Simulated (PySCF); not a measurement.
Job file and geometry (Å, from GFN2-xTB) of an NMR shielding run on `C([C@]1(C)C[C@@H](F)C1)(=O)Cl`, C₆H₈ClFO, GIAO PBE0/pcSseg-1 NMR shielding, non-relativistic, gas phase (PySCF 2.14.0, density-fitted response routines); density fitting, a coarse starting grid and PySCF grid level 2 are the driver's defaults:

```
$ OMP_NUM_THREADS=1 python probes_run.py task.json out

{"job": {"kind": "nmr", "xc": "PBE0", "basis": "pcSseg-1"}, "charge": 0, "multiplicity": 1}
C     -1.077074     1.369921     0.279705
C     -0.342702     0.034807     0.212314
C     -1.163880    -1.021310     0.886837
O     -0.932191    -1.604341     1.891195
Cl    -2.652017    -1.373156    -0.006894
C      1.121619     0.043692     0.705644
C      1.575622    -0.502099    -0.653142
F      2.479859     0.302676    -1.300970
C      0.146355    -0.384421    -1.195794
H     -2.025706     1.308263    -0.247903
H     -1.266663     1.646410     1.314988
H     -0.468131     2.142764    -0.182421
H      1.321821    -0.597689     1.560096
H      1.506150     1.041845     0.899343
H      2.003741    -1.507213    -0.646535
H      0.047895     0.411475    -1.930330
H     -0.281696    -1.299595    -1.596045
```

Q: What does the program print?

A: 
```
coarse grid: 15272 points
cycle   1  E = -867.8072528328  dE =  1.395e+00  |g| = 9.176e-01  |ddm| = 3.788e+00
cycle   2  E = -867.3130491263  dE =  4.942e-01  |g| = 1.888e+00  |ddm| = 1.984e+00
cycle   3  E = -867.9562823811  dE = -6.432e-01  |g| = 2.485e-01  |ddm| = 1.524e+00
cycle   4  E = -867.9683049634  dE = -1.202e-02  |g| = 8.370e-02  |ddm| = 2.807e-01
cycle   5  E = -867.9694667051  dE = -1.162e-03  |g| = 2.134e-02  |ddm| = 7.663e-02
cycle   6  E = -867.9695589437  dE = -9.224e-05  |g| = 6.364e-03  |ddm| = 2.429e-02
cycle   7  E = -867.9695670918  dE = -8.148e-06  |g| = 1.962e-03  |ddm| = 7.308e-03
final grid: 144784 points
cycle   8  E = -868.0412006763  dE = -3.207e-05  |g| = 1.502e-02  |ddm| = 3.881e-02
cycle   9  E = -868.0410903374  dE =  1.103e-04  |g| = 2.845e-02  |ddm| = 3.361e-02
cycle  10  E = -868.0412445008  dE = -1.542e-04  |g| = 3.210e-03  |ddm| = 2.257e-02
cycle  11  E = -868.0412466075  dE = -2.107e-06  |g| = 4.955e-04  |ddm| = 2.645e-03
cycle  12  E = -868.0412466418  dE = -3.436e-08  |g| = 1.891e-04  |ddm| = 5.203e-04
cycle  13  E = -868.0412466476  dE = -5.801e-09  |g| = 3.541e-05  |ddm| = 1.528e-04
cycle  14  E = -868.0412466479  dE = -2.240e-10  |g| = 1.103e-05  |ddm| = 4.719e-05
converged SCF energy = -868.0412466479

GIAO shielding tensors (ppm)
atom      isotropic    diamagn.    paramagn.     s11        s22        s33       span
  0 C      157.236     243.331     -86.095    139.030    149.188    183.489     44.459
  1 C      140.077     253.471    -113.394    127.366    128.287    164.579     37.214
  2 C       -3.648     250.098    -253.746   -115.294     38.727     65.621    180.915
  3 O     -252.500     397.518    -650.019   -632.403   -374.442    249.344    881.747
  4 Cl     544.259    1146.603    -602.344    190.444    504.175    938.157    747.713
  5 C      146.405     249.093    -102.688    128.170    141.053    169.990     41.820
  6 C      102.885     247.208    -144.323     64.701     81.368    162.587     97.886
  7 F      360.793     470.661    -109.869    326.691    372.874    382.812     56.121
  8 C      141.223     248.459    -107.236    119.916    133.684    170.068     50.152
  9 H       29.695      28.783       0.911     24.988     29.761     34.334      9.345
 10 H       30.294      28.980       1.314     26.588     27.585     36.708     10.120
 11 H       30.166      29.704       0.462     26.186     28.846     35.466      9.280
 12 H       28.441      31.005      -2.563     24.957     27.405     32.962      8.004
 13 H       29.599      30.805      -1.206     26.685     28.187     33.924      7.238
 14 H       26.703      29.755      -3.053     22.333     28.174     29.602      7.270
 15 H       29.317      30.366      -1.048     26.460     28.522     32.969      6.509
 16 H       28.733      30.147      -1.415     24.721     29.342     32.136      7.415
```

Size and cost of the density-fitted run: 200 basis functions, 32 s wall time on 1 thread of an Arm Neoverse V1, shared host; peak memory 0.92 GiB.
